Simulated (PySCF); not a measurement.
How the method changes the constants of AsBr

State: ³Σ⁻ (triplet), unpaired electrons π ↑↑. Set-up: basis As def2-TZVPPD, Br def2-TZVPPD; no relativity; PySCF 2.14. De refers to As + Br in their high-spin ground configurations, without counterpoise correction. The functionals are run spin-unrestricted. A positive dipole means As(−)Br(+).

| Level | Re (Å) | ωe (cm⁻¹) | De (eV) | μ (D) | CPU s a point (SCF and correlation, without the integrals) |
| --- | --- | --- | --- | --- | --- |
| UHF | 2.321 | 312 | 1.39 | -1.59 | 2.4 |
| UHF-MP2 | 2.291 | 321 | 2.61 | n/a | 4.9 |
| UHF-SCS-MP2 | 2.303 | 314 | 2.53 | n/a | n/a |
| LDA | 2.277 | 322 | 3.75 | -0.64 | 1.7 |
| PBE | 2.316 | 304 | 3.11 | -0.87 | 2.4 |
| TPSS | 2.313 | 305 | 3.01 | -0.93 | 3.4 |
| r²SCAN | 2.298 | 314 | 2.99 | -0.88 | 3.5 |
| TPSSh | 2.305 | 310 | 2.93 | -0.98 | 4.9 |
| PBE0 | 2.296 | 317 | 2.89 | -1.01 | 4.9 |
| r²SCAN0 | 2.286 | 323 | 2.82 | -1.00 | 5.2 |
| B97-3 | 2.309 | 313 | 2.86 | -1.06 | 3.2 |
| ωB97X-V | 2.287 | 325 | 2.92 | -1.07 | 10 |

What does a quarter of exact exchange do here, going from PBE to PBE0?

PBE0 less PBE: -2.0 pm in Re, +4.3 % in ωe, -0.22 eV in De. Exact exchange removes part of the self-interaction that spreads semilocal densities, and in most molecules shortens and stiffens the bond and lowers De; so it does here.

What does a quarter of exact exchange do here, going from r²SCAN to r²SCAN0?

r²SCAN0 less r²SCAN: -1.2 pm in Re, +2.9 % in ωe, -0.17 eV in De. Exact exchange removes part of the self-interaction that spreads semilocal densities, and in most molecules shortens and stiffens the bond and lowers De; so it does here.

What does a tenth of exact exchange do here, going from TPSS to TPSSh?

TPSSh less TPSS: -0.8 pm in Re, +1.6 % in ωe, -0.08 eV in De. Exact exchange removes part of the self-interaction that spreads semilocal densities, and in most molecules shortens and stiffens the bond and lowers De; so it does here.

Correlated steps freeze 18 core orbitals. Spin–orbit coupling is left out. The state is the lowest determinant that a PBE0 search found; another state may lie lower at other levels.

The whole job (state search and all levels along the bond) took about 6.7 min on 2 threads of Arm Neoverse V2 (shared host), peak memory 5.1 GiB.
